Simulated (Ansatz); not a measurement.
Consider the silylene formation by 1,1-elimination: `[NH2][Al]([SiH3])[SiH2]O` → `[NH2][Al]([OH])[SiH3]` + `[SiH2]`.

Gas-phase electronic energies from Ansatz, PBE0-D4/def2-TZVP geometries. CCSD(T)/CBS adds triple-zeta CCSD(T) − MP2 to the extrapolated MP2 energy (def2 sets, frozen cores). This one scheme is used for every species. Functionals use def2-TZVPP. HSE06 is defined as in plane-wave codes. Each species was taken in one conformer, which may not be the lowest.

`[NH2][Al]([SiH3])[SiH2]O`:

Z-matrix (Å, degrees):
```
Si
Al 1 2.457
H 1 1.492 2 111.4
H 1 1.492 2 111.5 3 119.0
H 1 1.492 2 112.6 3 -120.5
Si 2 2.469 1 127.6 3 -60.4
N 2 1.772 1 117.1 3 118.6
O 6 1.666 2 112.4 1 169.8
H 6 1.490 2 111.7 1 -73.1
H 6 1.498 2 111.4 1 45.4
H 7 1.008 2 125.4 1 0.5
H 7 1.008 2 124.4 1 176.8
H 8 0.958 6 116.5 2 -62.0
```

`[NH2][Al]([OH])[SiH3]`:

```xyz
10

N     1.888   -0.800    0.207
Al    0.560    0.358    0.188
O     0.953    1.957    0.606
Si   -1.705   -0.343   -0.413
H     2.843   -0.581    0.444
H     1.795   -1.776   -0.019
H     0.320    2.672    0.632
H    -2.672   -0.082    0.691
H    -1.774   -1.799   -0.729
H    -2.209    0.394   -1.608
```

`[SiH2]`:

Z-matrix (Å, degrees):
```
Si
H 1 1.525
H 1 1.525 2 91.2
```

**Question.** Is it downhill or uphill in electronic energy at CCSD(T)/CBS, and by how much? (Best estimate.)

**Answer.** Ansatz gave: Uphill: ΔE = +175.1 kJ/mol.

**Question.** What do these levels give: LDA (SPW92), HSE06-D4, BHLYP-D4, ωB97M-V, RPA@PBE/def2-TZVPP, CCSD/CBS(def2)? (Estimate.)

**Answer.** The calculation gave: LDA (SPW92) 215.3, HSE06-D4 197.9, BHLYP-D4 179.3, ωB97M-V 166.9, RPA@PBE/def2-TZVPP 154.2, CCSD/CBS(def2) 169.8 kJ/mol.

Largest T1 diagnostic among the species: 0.014.

In def2-TZVPP, CCSD(T) changes the Hartree–Fock value by +15.1 kJ/mol (the triples alone add +5.3 kJ/mol) and MP2 by +26.4 kJ/mol. The D4 term adds +11.4 kJ/mol with B3LYP and +6.5 kJ/mol with PBE0; it sums over pairs of atoms, weighted by their polarisabilities, and B3LYP, whose exchange is more repulsive, gets the larger term.

B3LYP here is the variant with VWN-RPA as its local correlation; programs differ in this.
